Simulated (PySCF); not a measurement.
Vertical excitations of a molecule CH7ClOSi3 from TDDFT-B3LYP/def2-SVPD run with PySCF, as energy in eV (oscillator strength): 4.59 (0.006), 5.47 (0.009), 5.66 (0.102), 5.86 (0.001), 6.20 (0.031), 6.25 (0.100), 6.48 (0.020), 6.55 (0.010), 6.71 (0.004), 6.72 (0.009). Lowest triplet (TDA): 4.07 eV. Coordinates come from a B3LYP-D3(BJ)/def2-SVP optimisation. Other conformers were not sampled.

### Question
Pick the molecule that these values belong to.
(A) O[Si@H]1[SiH2]C[Si@@H]1Cl
(B) O=C[SiH2][Si@H]([SiH3])Cl
(C) O=C([SiH2][SiH3])[SiH2]Cl
(D) Cl[Si@@H]1OC[SiH2][SiH2]1

### Answer
A, O[Si@H]1[SiH2]C[Si@@H]1Cl
